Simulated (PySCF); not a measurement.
SMILES [AsH2] (H₂As), doublet, PBE0/def2-SVP optimised geometry.

```
3

As    -0.75    -0.76     0.00
H      0.78    -0.76     0.00
H     -0.78     0.76     0.00
```

Density from unrestricted PBE0/def2-TZVP run with PySCF at that geometry.

Minimum of the electron density along straight lines between bonded atoms, close to the bond critical point (lines longer than 1.1 times the sum of covalent radii, or with two minima, are not listed):

```csv
bond,length / Å,ρ at the minimum / e bohr⁻³,∇²ρ there / e bohr⁻⁵,position (fraction from the first atom)
As1–H2,1.530,0.147,-0.12,0.60
As1–H3,1.530,0.147,-0.12,0.60
```
